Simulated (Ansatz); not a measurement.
Stepwise reaction of `C[O][Bi]([F])[F]` with hydrogen chloride, as a gas-phase model of exchange steps in deposition or etching. ΔE in kJ/mol; ΔG adds harmonic PBE0-D4 terms to CCSD(T)/CBS, at 1 bar.

Calculated with Ansatz (gas phase, PBE0-D4/def2-TZVP geometries, no zero-point term in ΔE). CCSD(T)/CBS is the MP2 limit (def2-TZVPP, def2-QZVPP) plus CCSD(T) − MP2 in def2-TZVPP, frozen cores. This one scheme is used for every species. DFT in def2-TZVPP. B3LYP here is the variant with VWN-RPA as its local correlation; programs differ in this. def2 core potentials past Kr. For Bi outer-core shells are correlated without core-valence functions, which leaves a few kJ/mol of doubt a bond. Each species was taken in one conformer, which may not be the lowest.

```tsv
step	reaction	PBE-D4	B3LYP-D4	ωB97M-V	CCSD(T)/CBS	ΔG(500 K)
1	`C[O][Bi]([F])[F]` + HCl → `C[O][Bi]([F])[Cl]` + H–F	-30.1	-30.9	-28.4	-33.7	-25.6
2	`C[O][Bi]([F])[Cl]` + HCl → `C[O][Bi]([Cl])[Cl]` + H–F	-32.3	-33.5	-31.0	-37.0	-29.5
```

Q: By hand: ΔE of the 2 steps together at CCSD(T)/CBS.

A: (-33.7) + (-37.0) = -70.7 kJ/mol, or -35.4 kJ/mol a step.

In ΔE the steps differ by no more than 3.3 kJ/mol. All are downhill at CCSD(T)/CBS. ΔG lies between -29.5 and -25.6 kJ/mol a step. PBE-D4 differs from CCSD(T)/CBS by 3.6 to 4.7 kJ/mol a step. Isolated molecules leave out the surface, adducts and barriers. Largest T1 diagnostic: 0.016.
